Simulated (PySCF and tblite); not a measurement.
Results of a calculation; reference values are marked as such.
C5H6O2, numbered as in [CH3:1][O:2][c:3]1[cH:4][cH:5][cH:6][o:7]1.

Search: ETKDG and KDG, MMFF94s, GFN2-xTB, 60 starts; geometries at GFN2-xTB. Weights use PBE0-D3(BJ)/def2-SVP (IEF-PCM, chloroform) energies plus GFN2-xTB zero-point and thermal terms (modes under about 100 cm⁻¹ blended into free rotors). Symmetry numbers and mirror images are counted. Conformers within 3 kcal/mol (GFN2-xTB free energy) were kept, 10 at most. Couplings: B3LYP/6-31G* with pcJ-1 on H (gas phase; spin-dipole term only for pairs with B, N, F, Si or P). Couplings are for ¹H. H–H couplings come out 0.1 to 0.9 Hz lower than with pcJ-1 on all atoms. Run with PySCF (density fitting) and tblite.

Torsions listed: C1–O2–C3–O7.

```tsv
conformer	shape	weight %
1	180°	89.4
2	0°	10.6
```

Task: Give the couplings in each conformer and the averages at 298.15 K (pairs that fast motion interchanges averaged).

Result: 
```csv
coupling,pairs,1,2,average (Hz)
"²J(H1,H1)",3,-11.3,-11.3,-11.3
"³J(H4,H5)",1,3.9,3.9,3.9
"³J(H5,H6)",1,2.3,2.3,2.3
```


Conformer gaps in def2-SVP on xTB geometries can be 2 kcal/mol too large for S=O, P=O and other polar bonds.